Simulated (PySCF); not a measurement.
## Electronic structure of Ti (titanium, neutral) at the r2SCAN0 level

Configuration: [Ar] 3d2 4s1 4p1, one real determinant (an excited configuration). Computed with PySCF 2.14 in x2c-QZVPPall, with scalar relativity by spin-free X2C-1e.

```
Total energy                                                  : -853.612 hartree
One-electron energy                                           : -1167.961 hartree
Hartree (Coulomb) energy                                      : 356.678 hartree
Exchange-correlation energy                                   : -42.329 hartree
⟨S²⟩                                                          : 6.0013
⟨L²⟩                                                          : 13.987
Sum of ⟨r⟩                                                    : 21.93 bohr
Sum of ⟨r²⟩                                                   : 53.48 bohr²
Traceless quadrupole moment −½Σ⟨3z² − r²⟩ along its main axis : -9.87 e·bohr²
Langevin diamagnetic susceptibility                           : -42.4 ×10⁻⁶ cm³/mol
Time after the integrals                                      : about 10 core-seconds
```

```tsv
shell	electrons	mean orbital energy (hartree)	spread (hartree)	rms radius, mean of both spins (bohr)
1s α	1	-180.77907	0	0.0805
1s β	1	-180.77696	0	0.0805
2s α	1	-20.44870	0	0.352
2s β	1	-20.41911	0	0.352
2p α	3	-16.86966	0.00183	0.321
2p β	3	-16.84439	0.00203	0.321
3s α	1	-2.58062	0	1.08
3s β	1	-2.49433	0	1.08
3p α	3	-1.62828	0.00658	1.18
3p β	3	-1.53301	0.00582	1.18
3d α	2	-0.30881	0.00398	1.75
4s α	1	-0.23834	0	3.64
4p α	1	-0.11338	0	4.75
```

⟨L²⟩ = 13.99 against 20 for a pure G term, so this real determinant mixes terms.

Densities and radii are taken from the X2C orbitals without a picture-change correction, which distorts them close to the nucleus.
